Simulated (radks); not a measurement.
Values are calculated unless marked as measured or tabulated.
Ionisation ladder of erbium, from Er XXIX to Er XXXIII. Each ion is in the ground configuration listed by NIST, and IE = E(next ion) - E(this ion). Code: a radial shooting solver on a logarithmic mesh with Libxc functionals. Model: scalar-relativistic Kohn-Sham, LDA (Slater exchange, Perdew-Wang correlation), spin-polarised, spherical densities, finite nucleus; open shells are filled with parallel spins first (spin-orbit coupling, left out, can overturn this in heavy ions); Fermi nuclear charge, rms radius 5.2516 fm.

species    configuration  IE, Delta-SCF (eV)  -e(HOMO) (eV)   HOMO
Er XXIX         [Kr] 4d4                   ?         1022.9  4d up
Er XXX          [Kr] 4d3                   ?         1068.5  4d up
Er XXXI         [Kr] 4d2              1137.4         1114.6  4d up
Er XXXII        [Kr] 4d1              1184.1         1161.2  4d up
Er XXXIII           [Kr]              1389.8         1367.0     4p

Estimate the withheld Delta-SCF values.

Answer. Er XXIX: 1045.2 eV (NIST 1046); Er XXX: 1091.1 eV (NIST 1092).
